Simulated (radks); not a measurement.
The numbers below are computed, except where a source is named.
Spherical quantum dot in the effective-mass picture: electrons in a parabolic well V = omega^2 r^2 / 2 with omega = 0.856, all in effective atomic units (hartree* = m*/eps^2 hartree, bohr* = eps/m* bohr), one dielectric constant everywhere. Level of theory: non-relativistic Kohn-Sham, LDA (Slater exchange, Perdew-Wang correlation), spin-polarised, spherical densities (a radial shooting solver with Libxc functionals). Levels are named by radial order and angular momentum (1s, 1p, 1d, 2s, ...), and open shells are averaged over m. Results are scaled to m* = 0.196 and eps = 4.9, for which hartree* = 222.1 meV and bohr* = 1.323 nm.

N = 19, configuration 1s2 1p6 1d10 2s(up 1, down 0). This is the lowest configuration that the search found. Occupied and some empty levels:

level    occupation  eigenvalue (meV)  <r> (nm)
1s up             1            1995.6     2.409
1s down           1            2000.8     2.456
1p up             3            2081.9     3.020
1p down           3            2084.1     3.028
1d up             5            2179.4     3.435
1d down           5            2181.1     3.434
2s up             1            2200.4     2.947
2s down           0            2208.7     2.956
1f up             0            2287.6     3.760
1f down           0            2289.4     3.758
2p up             0            2323.7     3.317
2p down           0            2328.1     3.336
1g up             0            2405.4     4.035
1g down           0            2407.4     4.034

Energy (meV): total 26033.4, kinetic 3022.2, external 9729.2, Hartree 14989, exchange-correlation -1706.6.
